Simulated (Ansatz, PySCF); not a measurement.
Al(Br)(Me)(OMe) (C₂H₆AlBrO), SMILES C[O][Al]([CH3])[Br]. Atoms are numbered in the order given.

```xyz
11

Al     0.1618     0.8948    -0.5814
Br    -1.1692    -0.3416     0.7899
C      1.2171     2.3762     0.0845
H      1.7951     2.8521    -0.7229
H      1.9200     2.0368     0.8635
H      0.5703     3.1400     0.5476
O      0.1923     0.4648    -2.2182
C     -0.3863    -0.4851    -3.0683
H      0.3969    -1.0950    -3.5529
H     -1.0703    -1.1707    -2.5341
H     -0.9615     0.0146    -3.8682
```

Coordinates come from a B3LYP-D3(BJ)/def2-SVP optimisation. The values are those of a single conformer.

Two levels are set side by side: PBE-D3(BJ)/def2-SVP (Ansatz, a quantum-chemistry and plane-wave program) and B3LYP-D3(BJ)/def2-SVP (Ansatz). Each level has its own optimised geometry; the coordinates shown are those of the second. Frequencies come from the Hessian of PySCF at each geometry. Differences are taken from unrounded values.

```
quantity                            B3LYP-D3(BJ)  PBE-D3(BJ)  PBE-D3(BJ) minus B3LYP-D3(BJ)
----------------------------------  ------------  ----------  -----------------------------
mean bond length (Å)                       1.393       1.401                          0.008
bond Al1–Br2 (Å)                           2.276       2.282                          0.006
bond Al1–C3 (Å)                            1.937       1.944                          0.007
bond Al1–O7 (Å)                            1.693       1.709                          0.016
bond O7–C8 (Å)                             1.400       1.405                          0.005
bond C3–H4 (Å)                             1.101       1.108                          0.007
bond C3–H5 (Å)                             1.103       1.110                          0.007
bond C3–H6 (Å)                             1.103       1.110                          0.007
bond C8–H9 (Å)                             1.105       1.113                          0.008
bond C8–H10 (Å)                            1.106       1.115                          0.009
bond C8–H11 (Å)                            1.105       1.113                          0.008
highest harmonic wavenumber (cm⁻¹)          3131        3089                            -42
mean harmonic wavenumber (cm⁻¹)             1280        1247                            -32
zero-point energy (kcal/mol)               49.40       48.15                          -1.25
```

Exact exchange shortens and stiffens bonds; PBE has none. Differences between two approximate levels are no errors against the true value.
